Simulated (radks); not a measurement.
The thulium ion Tm45+, 24 electrons, occupied as [Ar] 3d6. Calculated with a radial shooting solver on a logarithmic mesh with Libxc functionals: Dirac Kohn-Sham, BLYP, spin-unpolarised, spherical densities, finite nucleus; open shells fill j = l - 1/2 first; Fermi nuclear charge, rms radius 5.2256 fm.

Unscreened Slater integrals over Kohn-Sham orbitals (hartree). Large and small components are both included.

integral          value
F0(3d5/2,3d5/2)  4.7991
F2(3d5/2,3d5/2)  2.4734
F4(3d5/2,3d5/2)  1.5981
F0(3d5/2,3d3/2)  4.8463
F2(3d5/2,3d3/2)  2.4881
G2(3d5/2,3d3/2)  2.4484
G4(3d5/2,3d3/2)  1.5813
F0(3d5/2,3p3/2)  4.4385
F2(3d5/2,3p3/2)  2.1253
G1(3d5/2,3p3/2)  2.2434
G3(3d5/2,3p3/2)  1.5049
F0(3d5/2,3p1/2)  4.5893
G3(3d5/2,3p1/2)  1.6220
F0(3d3/2,3d3/2)  4.8956
F2(3d3/2,3d3/2)  2.5052
F0(3d3/2,3p3/2)  4.4749
F2(3d3/2,3p3/2)  2.1191
G1(3d3/2,3p3/2)  2.2079
G3(3d3/2,3p3/2)  1.4807
F0(3d3/2,3p1/2)  4.6300
G1(3d3/2,3p1/2)  2.4651
F0(3p3/2,3p3/2)  4.2282
F2(3p3/2,3p3/2)  2.1138
F0(3p3/2,3p1/2)  4.3494
G2(3p3/2,3p1/2)  2.1267
F0(3p1/2,3p1/2)  4.4866
